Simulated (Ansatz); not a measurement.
Ansatz results at the PBE0-D4/def2-TZVP geometry: HOMO energy (B3LYP/def2-TZVPP) -6.36 eV; HOMO–LUMO gap (ωB97M-V/def2-TZVPP) 11.15 eV; LUMO energy (PBE/def2-TZVPP) -0.04 eV.

Each molecule was computed in one conformer, which needn't be the lowest.

Q: Which molecule gave them?
A. `CC(C)=C(C)C`
B. `N#Cc1cscn1`
C. `CC(C)(N)CN`
D. `O1P2OP3OP1OP(O2)O3`

A: C. The others give `O1P2OP3OP1OP(O2)O3`: -7.95, 11.05, -2.35; `N#Cc1cscn1`: -7.73, 10.28, -2.68; `CC(C)=C(C)C`: -5.97, 10.88, -0.26.

B3LYP here is the variant with VWN-RPA as its local correlation; programs differ in this.
